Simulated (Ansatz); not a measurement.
Isolated molecules relaxed with PBE0-D4/def2-TZVP in Ansatz; ΔE leaves out vibrations. CBS: MP2 limit from def2 TZ/QZ plus the TZ coupled-cluster correction, frozen cores. This one scheme is used for every species. Each species was taken in one conformer, which may not be the lowest.

`CO[CH2][AlH][SiH3]` + H₂O → `[OH][AlH][SiH3]` + `COC`  (formal hydrolysis of the Al–C bond)

```json
{"species": "`CO[CH2][AlH][SiH3]`", "HF/def2-TZVPP energy (Eh)": "-686.72081"}
{"species": "H₂O", "HF/def2-TZVPP energy (Eh)": "-76.06237"}
{"species": "`[OH][AlH][SiH3]`", "HF/def2-TZVPP energy (Eh)": "-608.72280"}
{"species": "`COC`", "HF/def2-TZVPP energy (Eh)": "-154.13249"}
```

Task: Work out ΔE.

Result: ΔE = (-608.72280) + (-154.13249) − (-686.72081) − (-76.06237) = -0.07211 Eh = -189.3 kJ/mol. CCSD(T)/CBS gives -162.5 kJ/mol.

Largest T1 diagnostic among the species: 0.014.

In def2-TZVPP, CCSD(T) changes the Hartree–Fock value by +24.2 kJ/mol (the triples alone add +3.7 kJ/mol) and MP2 by +20.6 kJ/mol. The D4 term adds +9.9 kJ/mol with B3LYP and +5.8 kJ/mol with PBE0; it sums over pairs of atoms, weighted by their polarisabilities, and B3LYP, whose exchange is more repulsive, gets the larger term.

B3LYP here is the variant with VWN-RPA as its local correlation; programs differ in this.
